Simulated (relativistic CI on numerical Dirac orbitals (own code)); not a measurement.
# Ni2+: M2,3 absorption edge

Computed with this model: Dirac-Coulomb-Breit CI, KLI orbitals optimised for each configuration, a model potential for QED, valence Slater integrals scaled by 0.8, multiplet model of core-to-valence dipole absorption; configurations [Ar] 3d8 → [Ne] 3s2 3p5 3d9; 10 K; Lorentzian 0.8 eV and Gaussian 0.3 eV FWHM. Energies are those of the free ion, without screening or charge transfer. The branching ratio is the share of the lower-energy edge in the whole absorption, uncertain by about 0.02 where the edges overlap. S is read from ⟨S²⟩ = S(S + 1).

Field parameters in Wybourne normalisation: Oh B⁴₀ = 21Dq, B⁴₄ = √(5/14) B⁴₀. The field is a parameter set, without covalency.

Peaks in eV (height, largest 100): 68.6 (67), 69.2 (65), 70.7 (27), 73.7 (100).

(1) Which surroundings give this spectrum?
A. Oh, 10Dq = 11400 cm⁻¹
B. Oh, 10Dq = 19600 cm⁻¹
C. Oh, 10Dq = 15500 cm⁻¹
D. Oh, 10Dq = 3250 cm⁻¹

Results:

(1) A. Oh, 10Dq = 11400 cm⁻¹, where the ground state has S = 1.00.
